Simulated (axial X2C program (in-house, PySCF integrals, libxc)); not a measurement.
## Testing model relations on KMg

A bond curve at the CCSD(T) level, with spin–orbit coupling, was computed with an in-house all-electron X2C program for linear molecules (integrals from PySCF) (basis K dyall-cv3z [11s12p6d3f], Mg dyall-cv3z [9s8p6d3f] (cores contracted in-house)) for the state Ω = 1/2 (⟨Sz⟩ = 0.50, ⟨Lz⟩ = 0.00 at HF). Its fit gives Re = 4.1052 Å, ωe = 55.8 cm⁻¹, ωexe = 1.39 cm⁻¹ and αe = 1.825e-03 cm⁻¹; the masses are 38.9637 and 23.9850 u. Two-component means X2C with spin–orbit coupling and atomic mean-field Coulomb and Gaunt terms.

Correlated methods: 11 electrons correlated (number of frozen shells: K 2 s, 1 p; Mg 2 s, 1 p), 283 virtual spin orbitals or spinors in MP2, 90 natural virtuals in coupled cluster.

**Question.** Find the reduced mass, Be and the force constant.

**Answer.** From the CCSD(T) values: μ = 14.8461 u. Be = 16.8576/(μ Re²) = 0.06738 cm⁻¹. k = 5.8918×10⁻⁷ μ ωe² = 0.0272 mdyn/Å.

**Question.** Where do the fundamental and the first overtone lie?

**Answer.** ν(1←0) = ωe − 2ωexe = 53.0 cm⁻¹; ν(2←0) = 2ωe − 6ωexe = 103.3 cm⁻¹.

**Question.** A Morse curve ties αe to the other constants (Pekeris). How well does that hold?

**Answer.** αe(Morse) = 6Be²/ωe × (√(ωexe/Be) − 1) = 1.729e-03 cm⁻¹; the CCSD(T) curve gives 1.825e-03 cm⁻¹, a ratio of 0.95.

**Question.** Estimate the centrifugal constant by the Kratzer relation.

**Answer.** D = 4Be³/ωe² = 3.93e-07 cm⁻¹.

One determinant describes the state; a PBE0 search over occupations chose it and may have missed a lower one. Coupled cluster ran in a truncated set of natural virtual spinors; the MP2 energy of the rest was added. (T) has no such correction and the atoms are truncated less, which lowers De at CCSD(T) by a hundredth of an eV or more. The levels of this run spread widely (ωe from 56 to 80 cm⁻¹), so these constants depend on the method. The bond is weak, and without diffuse functions and with truncated virtuals even CCSD(T) can be tens of per cent off in De.
